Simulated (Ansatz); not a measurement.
Consider the redistribution: `[AlH2][O]B1CC1` + `[CH3][SnH2][CH3]` → `CB1CC1` + `[CH3][SnH2][O][AlH2]`.

Program: Ansatz. Geometries: PBE0-D4/def2-TZVP. ΔE: electronic, gas phase. CCSD(T)/CBS is the MP2 limit (def2-TZVPP, def2-QZVPP) plus CCSD(T) − MP2 in def2-TZVPP, frozen cores. DFT in def2-TZVPP. B3LYP here is the variant with VWN-RPA as its local correlation; programs differ in this. Elements past krypton have def2 core potentials. For Sn outer-core shells are correlated without core-valence functions, which leaves a few kJ/mol of doubt a bond. Each species was taken in one conformer, which may not be the lowest.

```tsv
level	ΔE (kcal/mol)	difference from CCSD(T)/CBS
PBE-D4	15.5	0.4
r2SCAN-D4	14.8	-0.3
PBE0-D4	15.8	0.7
B3LYP-D4	15.8	0.7
ωB97X-V	14.3	-0.8
PBE	15.8	0.7
r2SCAN	14.8	-0.3
PBE0	16.0	0.9
HF/def2-TZVPP	15.5	0.4
SCS-MP2/def2-TZVPP	15.4	0.3
CCSD/def2-TZVPP	16.1	1.0
HF/def2-QZVPP	15.1	0.0
MP2/def2-QZVPP	15.3	0.2
SCS-MP2/def2-QZVPP	14.8	-0.3
HF/CBS(def2)	15.0	-0.1
MP2/CBS(def2)	15.1	0.0
CCSD(T)/CBS	15.1	0
```

Largest T1 diagnostic among the species: 0.013.
